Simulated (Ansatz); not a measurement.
Compare A (`CN1B[SiH]1C`) with its isomer B (`C=CB(N)[SiH3]`).

Program: Ansatz. Geometries: PBE0-D4/def2-TZVP. ΔE: electronic, gas phase. CCSD(T)/CBS is the MP2 limit (def2-TZVPP, def2-QZVPP) plus CCSD(T) − MP2 in def2-TZVPP, frozen cores. Functionals use def2-TZVPP. B3LYP here is the variant with VWN-RPA as its local correlation; programs differ in this. One conformer a species, not always the lowest.

Question: Which is lower in electronic energy at CCSD(T)/CBS, and by how much? (Best estimate.)

Answer: The calculation gave: B, by 20.4 kJ/mol.

Question: Give E(B) − E(A) in kJ/mol with PBE0-D4, B3LYP, MP2/def2-TZVPP, B2PLYP, CCSD/def2-TZVPP, PBE-D4, ωB97M-V. (An estimate is asked.)

Answer: Computed: PBE0-D4 -9.1, B3LYP -26.2, MP2/def2-TZVPP -9.1, B2PLYP -21.3, CCSD/def2-TZVPP -24.5, PBE-D4 -11.8, ωB97M-V -13.7. None reverses the order clearly.

Largest T1 diagnostic: 0.013.

In def2-TZVPP, CCSD(T) changes the Hartree–Fock value by +20.8 kJ/mol (the triples alone add +1.5 kJ/mol) and MP2 by +34.8 kJ/mol.
